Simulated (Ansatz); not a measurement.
Reaction (formal exchange of groups at the Se–C bond): `C=C[Se][SiH2]C` + `C=O` → `C[SiH2][Se]C=O` + `C=C`

Computed with Ansatz on PBE0-D4/def2-TZVP structures; ΔE is electronic, products minus reactants. CCSD(T)/CBS adds triple-zeta CCSD(T) − MP2 to the extrapolated MP2 energy (def2 sets, frozen cores). This one scheme is used for every species. For Se outer-core shells are correlated without core-valence functions, which leaves a few kJ/mol of doubt a bond. Scalar relativity is left out up to krypton. One conformer a species, not always the lowest.

`C=C[Se][SiH2]C`:

```xyz
13

C    -1.368   -2.084   -0.618
C    -1.914   -0.918   -0.935
Se   -1.230    0.829   -0.645
Si    0.753    0.332    0.368
C     1.582    1.964    0.731
H    -1.889   -3.005   -0.853
H    -0.408   -2.179   -0.126
H    -2.880   -0.876   -1.428
H     0.502   -0.442    1.614
H     1.581   -0.511   -0.535
H     0.966    2.574    1.395
H     2.544    1.792    1.219
H     1.760    2.524   -0.189
```

`C=O`:

Cartesian coordinates in Å:
```
C -0.001 -0.005 -0.002
O 0.156 1.116 0.383
H 0.816 -0.582 -0.480
H -0.972 -0.530 0.099
```

`C[SiH2][Se]C=O`:

Cartesian coordinates in Å:
```
C -1.478 -1.243 0.160
Si 0.291 -0.712 0.400
Se 1.131 0.325 -1.463
C 1.304 2.100 -0.691
O 1.690 3.036 -1.312
H -1.848 -1.743 1.059
H -1.562 -1.940 -0.676
H -2.116 -0.382 -0.048
H 1.156 -1.877 0.709
H 0.419 0.300 1.486
H 1.014 2.136 0.375
```

`C=C`:

Z-matrix (Å, degrees):
```
C
C 1 1.323
H 1 1.085 2 121.7
H 1 1.085 2 121.7 3 -180.0
H 2 1.085 1 121.7 3 -0.0
H 2 1.085 1 121.7 3 -180.0
```

| species | CCSD/CBS(def2) energy (Eh) |
| --- | --- |
| `C=C[Se][SiH2]C` | -2808.72232 |
| `C=O` | -114.37786 |
| `C[SiH2][Se]C=O` | -2844.64764 |
| `C=C` | -78.46635 |

(1) Work out ΔE.

Largest T1 diagnostic among the species: 0.015.

Answers

(1) ΔE = (-2844.64764) + (-78.46635) − (-2808.72232) − (-114.37786) = -0.01381 Eh = -36.3 kJ/mol. CCSD(T)/CBS gives -39.0 kJ/mol.

From PBE to PBE0 (25 % exact exchange), in def2-TZVPP and without D4, ΔE moves by +8.9 kJ/mol. The D4 term adds +5.8 kJ/mol with B3LYP and +3.1 kJ/mol with PBE0; it sums over pairs of atoms, weighted by their polarisabilities, and B3LYP, whose exchange is more repulsive, gets the larger term.

B3LYP here is the variant with VWN-RPA as its local correlation; programs differ in this.
